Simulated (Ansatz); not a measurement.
```yaml
crystal:
  periodic: [false, false, false]
  atoms:
    - {symbol: O, position_ang: [-0.923208, 1.118616, -0.236351]}
    - {symbol: Si, position_ang: [-0.193133, 0.675961, 0.061268]}
    - {symbol: Si, position_ang: [-0.072879, -0.034243, 1.406141]}
    - {symbol: Si, position_ang: [0.566007, -0.330945, -1.250669]}
    - {symbol: H, position_ang: [-1.129766, 1.212953, -0.800740]}
    - {symbol: H, position_ang: [0.763095, 1.373743, -0.094088]}
    - {symbol: H, position_ang: [0.679759, -0.758289, 1.381671]}
    - {symbol: H, position_ang: [-0.713258, -0.815437, 1.168286]}
    - {symbol: H, position_ang: [-0.310920, 0.298489, 1.721374]}
    - {symbol: H, position_ang: [0.581508, -0.149987, -1.716816]}
    - {symbol: H, position_ang: [-0.009561, -1.269096, -1.226920]}
    - {symbol: H, position_ang: [1.295299, -0.879096, -0.734412]}
basis:
  gaussian: {orbitals: 6-31G, nuclear_model: gaussian, point_charges: [{charge: -1.00, position_ang: [6.290, 0.174, -0.225]}]}
magnetization: {spin_polarized: true, initial_magnetization: 2}
hamiltonian: {xc: {name: B2PLYP}}
```

```sh
$ ansatz run in.yaml --threads 4 --pin off --events-out ev --progress --plain --max-ram 10444MiB
```

It prints (some lines left out):

```
Functional definition: B2PLYP
766 factors; integrals over basis functions are off by at most 5.8e-4 eV
mean field evaluation 1: about -25560.2822 eV, gradient 5.2e1 eV
mean field evaluation 2: about -25561.2905 eV, gradient 5.2e1 eV
mean field evaluation 4: about -25571.0122 eV, gradient 2.7e0 eV
mean field evaluation 8: about -25571.1412 eV, gradient 4.0e-1 eV
mean field evaluation 16: about -25571.1504 eV, gradient 1.5e-2 eV
mean field evaluation 32: about -25571.1504 eV, gradient 3.3e-6 eV
mean field -25571.15043257 eV, -939.7224456486 hartree, gradient 3.3e-6 eV, S^2 2.003335; 2 other end points of the search recorded, 0 dependent functions left out
16 core orbitals not correlated: weight in the atoms' cores, before any rotation towards them, 0.996 or more for the frozen orbitals, at most 0.002 for the correlated occupied ones
reference -25571.15059891 eV, -939.7224517617 hartree; 14, 12 occupied and 34, 36 virtual orbitals, 766 factors
second order -8.56271575 eV of doubles, -0.00000000 eV of singles
Total energy: -25573.46253217 eV, -939.8074137416 hartree
```

Task: What is wrong with this run?

Result: The geometry is squeezed to about two thirds of its size. The run converged. The result belongs to that input, not to the molecule as meant.
